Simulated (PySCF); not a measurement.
C$_{2}$H$_{4}$O$_{2}$, triplet, geometry from GFN2-xTB (a higher spin typed on purpose: for a closed-shell molecule this is an excited state); R2SCAN/3-21G run with PySCF.

PySCF was given this input:
```python
from pyscf import gto, scf, dft

mol = gto.M(
    atom='''
C    -1.407009   -0.234989    0.355862
O    -0.143760   -0.854520    0.154963
C     0.928519   -0.021311   -0.005850
O     0.986601    1.053255   -0.699545
H    -1.567321    0.539182   -0.399844
H    -2.145792   -1.030463    0.270004
H    -1.475726    0.215836    1.351834
H     1.317048    0.223361    1.034594
''',
    basis='3-21g',
    charge=0,
    spin=2,
    verbose=4,
)

mf = dft.UKS(mol)
mf.xc = 'r2scan'
mf.DIIS = scf.ADIIS
mf.kernel()
```

Output, abridged:

```
PySCF version 2.14.0

[INPUT] verbose = 4
[INPUT] num. atoms = 8
[INPUT] num. electrons = 32
[INPUT] charge = 0
[INPUT] spin (= nelec alpha-beta = 2S) = 2
[INPUT] symmetry False subgroup None
[INPUT] Mole.unit = angstrom
[INPUT] Symbol           X                Y                Z      unit          X                Y                Z       unit  Magmom
[INPUT]  1 C     -1.407009000000  -0.234989000000   0.355862000000 AA   -2.658861664798  -0.444064852285   0.672481718140 Bohr   0.0
[INPUT]  2 O     -0.143760000000  -0.854520000000   0.154963000000 AA   -0.271667027667  -1.614808767963   0.292837629441 Bohr   0.0
[INPUT]  3 C      0.928519000000  -0.021311000000  -0.005850000000 AA    1.754646611455  -0.040271953441  -0.011054897829 Bohr   0.0
[INPUT]  4 O      0.986601000000   1.053255000000  -0.699545000000 AA    1.864405684222   1.990363489329  -1.321948461809 Bohr   0.0
[INPUT]  5 H     -1.567321000000   0.539182000000  -0.399844000000 AA   -2.961807439279   1.018906311295  -0.755595652551 Bohr   0.0
[INPUT]  6 H     -2.145792000000  -1.030463000000   0.270004000000 AA   -4.054959200283  -1.947292851498   0.510233612537 Bohr   0.0
[INPUT]  7 H     -1.475726000000   0.215836000000   1.351834000000 AA   -2.788717974900   0.407870927822   2.554596025875 Bohr   0.0
[INPUT]  8 H      1.317048000000   0.223361000000   1.034594000000 AA    2.488860012906   0.422091116909   1.955099310118 Bohr   0.0

nuclear repulsion = 119.061428058054
number of shells = 28
number of NR pGTOs = 72
number of NR cGTOs = 44
basis = 3-21g
ecp = {}

******** <class 'pyscf.dft.uks.UKS'> ********
method = UKS
initial guess = minao
damping factor = 0
level_shift factor = 0
DIIS = <class 'pyscf.scf.diis.ADIIS'>
diis_start_cycle = 1
diis_space = 8
diis_damp = 0
SCF conv_tol = 1e-09
SCF conv_tol_grad = None
SCF max_cycles = 50
direct_scf = True
direct_scf_tol = 1e-13
number electrons alpha = 17  beta = 15
XC library pyscf.dft.libxc version 7.1.2
    S. Lehtola, C. Steigemann, M. J. T. Oliveira, and M. A. L. Marques,  SoftwareX 7, 1–5 (2018)
XC functionals = r2scan
    J. W. Furness, A. D. Kaplan, J. Ning, J. P. Perdew, and J. Sun,  J. Phys. Chem. Lett. 11, 8208–8215 (2020)
    J. W. Furness, A. D. Kaplan, J. Ning, J. P. Perdew, and J. Sun,  J. Phys. Chem. Lett. 11, 9248–9248 (2020)
    J. W. Furness, A. D. Kaplan, J. Ning, J. P. Perdew, and J. Sun,  J. Phys. Chem. Lett. 11, 8208–8215 (2020)
    J. W. Furness, A. D. Kaplan, J. Ning, J. P. Perdew, and J. Sun,  J. Phys. Chem. Lett. 11, 9248–9248 (2020)
radial grids:
    Treutler-Ahlrichs [JCP 102, 346 (1995); DOI:10.1063/1.469408] (M4) radial grids

becke partition: Becke, JCP 88, 2547 (1988); DOI:10.1063/1.454033
pruning grids: <function nwchem_prune>
grids dens level: 3
symmetrized grids: False
atomic radii adjust function: <function treutler_atomic_radii_adjust>
small_rho_cutoff = 0
Set gradient conv threshold to 3.16228e-05
tot grids = 95632
init E= -227.853721778953

cycle= 1 E= -227.394448783487  delta_E= 0.459  |g|= 0.487  |ddm|= 2.04

cycle= 2 E= -226.693326837313  delta_E= 0.701  |g|= 1.32  |ddm|= 2.03

cycle= 3 E= -227.436453886685  delta_E= -0.743  |g|= 0.416  |ddm|= 1.45

cycle= 4 E= -227.500394589644  delta_E= -0.0639  |g|= 0.148  |ddm|= 0.546

cycle= 5 E= -227.484877622436  delta_E= 0.0155  |g|= 0.248  |ddm|= 0.399

cycle= 6 E= -227.508839481506  delta_E= -0.024  |g|= 0.0761  |ddm|= 0.193

cycle= 7 E= -227.510133023473  delta_E= -0.00129  |g|= 0.0556  |ddm|= 0.108

cycle= 8 E= -227.510466964768  delta_E= -0.000334  |g|= 0.0457  |ddm|= 0.0654

cycle= 9 E= -227.510963137875  delta_E= -0.000496  |g|= 0.03  |ddm|= 0.0764

cycle= 10 E= -227.511098310937  delta_E= -0.000135  |g|= 0.0237  |ddm|= 0.0514

cycle= 11 E= -227.511269061319  delta_E= -0.000171  |g|= 0.0151  |ddm|= 0.0294

cycle= 12 E= -227.511331319899  delta_E= -6.23e-05  |g|= 0.00774  |ddm|= 0.0174

cycle= 13 E= -227.511296487124  delta_E= 3.48e-05  |g|= 0.0114  |ddm|= 0.0176

cycle= 14 E= -227.511345188973  delta_E= -4.87e-05  |g|= 0.00476  |ddm|= 0.0139

cycle= 15 E= -227.511347553743  delta_E= -2.36e-06  |g|= 0.00382  |ddm|= 0.00702

cycle= 16 E= -227.511349180411  delta_E= -1.63e-06  |g|= 0.00339  |ddm|= 0.00705

cycle= 17 E= -227.511353398503  delta_E= -4.22e-06  |g|= 0.00138  |ddm|= 0.00446

cycle= 18 E= -227.511353392621  delta_E= 5.88e-09  |g|= 0.0014  |ddm|= 0.00215

cycle= 19 E= -227.511353539615  delta_E= -1.47e-07  |g|= 0.00114  |ddm|= 0.0016

cycle= 20 E= -227.511354035347  delta_E= -4.96e-07  |g|= 0.000444  |ddm|= 0.00166

cycle= 21 E= -227.511354073436  delta_E= -3.81e-08  |g|= 0.000341  |ddm|= 0.000831

cycle= 22 E= -227.511354124948  delta_E= -5.15e-08  |g|= 4.67e-05  |ddm|= 0.000398

cycle= 23 E= -227.511354114732  delta_E= 1.02e-08  |g|= 0.000158  |ddm|= 0.000221

cycle= 24 E= -227.511354125565  delta_E= -1.08e-08  |g|= 3.12e-05  |ddm|= 0.000135

cycle= 25 E= -227.511354125877  delta_E= -3.12e-10  |g|= 1.66e-05  |ddm|= 1.44e-05

Extra cycle  E= -227.511354124411  delta_E= 1.47e-09  |g|= 5.9e-05  |ddm|= 7.84e-05
converged SCF energy = -227.511354124411  <S^2> = 2.0051535  2S+1 = 3.0034337
```
